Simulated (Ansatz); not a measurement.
`[SeH][Si]([SeH])([SeH])[SeH]` + `[CH3][AlH][SiH3]` → `[CH3][AlH][SiH2][SeH]` + `[SeH][SiH]([SeH])[SeH]`  (formal exchange of groups at the Se–Si bond)

Computed with Ansatz on PBE0-D4/def2-TZVP structures; ΔE is electronic, products minus reactants. CCSD(T)/CBS adds triple-zeta CCSD(T) − MP2 to the extrapolated MP2 energy (def2 sets, frozen cores). Functionals use def2-TZVPP. For Se outer-core shells are correlated without core-valence functions, which leaves a few kJ/mol of doubt a bond. Scalar relativity is left out up to krypton. Each species was taken in one conformer, which may not be the lowest.

```json
{"level": "ωB97X-V", "ΔE (kJ/mol)": "0.4"}
{"level": "ωB97M-V", "ΔE (kJ/mol)": "2.1"}
{"level": "PBE", "ΔE (kJ/mol)": "1.2"}
{"level": "SCS-MP2/def2-TZVPP", "ΔE (kJ/mol)": "4.0"}
{"level": "CCSD/def2-TZVPP", "ΔE (kJ/mol)": "-0.3"}
{"level": "CCSD(T)/def2-TZVPP", "ΔE (kJ/mol)": "2.7"}
{"level": "MP2/def2-QZVPP", "ΔE (kJ/mol)": "7.8"}
{"level": "CCSD/CBS(def2)", "ΔE (kJ/mol)": "-0.5"}
```

Q: What does CCSD(T)/CBS give? (Best estimate.)

A: Computed: +2.5 kJ/mol. The listed levels differ from it by -2.1, -0.4, -1.3, 1.5, -2.8, 0.2, 5.3, -3.0 kJ/mol.

Largest T1 diagnostic among the species: 0.011.

In def2-TZVPP, CCSD(T) changes the Hartree–Fock value by +15.9 kJ/mol (the triples alone add +3.0 kJ/mol) and MP2 by +21.4 kJ/mol. The D4 term adds +10.4 kJ/mol with B3LYP and +5.7 kJ/mol with PBE0; it sums over pairs of atoms, weighted by their polarisabilities, and B3LYP, whose exchange is more repulsive, gets the larger term.

B3LYP here is the variant with VWN-RPA as its local correlation; programs differ in this.
